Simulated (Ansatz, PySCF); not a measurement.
Reaction (SMILES): NB(Br)Br + 3 [H][H] (H2) -> B (BH3) + 2 Br (HBr) + N (NH3)
Geometries: B3LYP-D3(BJ)/def2-TZVP minima from Ansatz (a quantum-chemistry and plane-wave program), one conformer each, not searched for the lowest. Frequencies are from Ansatz or PySCF.

Quantity: energy of full hydrogenation (0 K, with B3LYP-D3(BJ) harmonic zero-point energies), in kJ/mol. Cores are frozen in the correlated levels unless marked. No spin-orbit coupling. Frozen are the shells of the preceding noble gas and the d and f shells that filled before the atom's block. Non-relativistic. CBS(X,Y): correlation extrapolated as X^-3; Hartree-Fock from the larger set (for Q and 5 zeta extrapolated as (X+1)exp(-9√X)).

CCSD(T)/CBS(cc-pVQZ,cc-pV5Z) (Ansatz) gives 266.1 kJ/mol.

Question: Another calculation gave 270.4 kJ/mol. Which level was it?
(A) wB97X/def2-TZVPD (Ansatz)
(B) PBE/def2-TZVPD (Ansatz)
(C) wB97X-V/def2-TZVPD (Ansatz)
(D) r2SCAN/def2-TZVPD (Ansatz)

Answer: B, PBE/def2-TZVPD (Ansatz). The others give 257.5 (wB97X-V), 282.7 (r2SCAN), 244.3 (wB97X) kJ/mol.
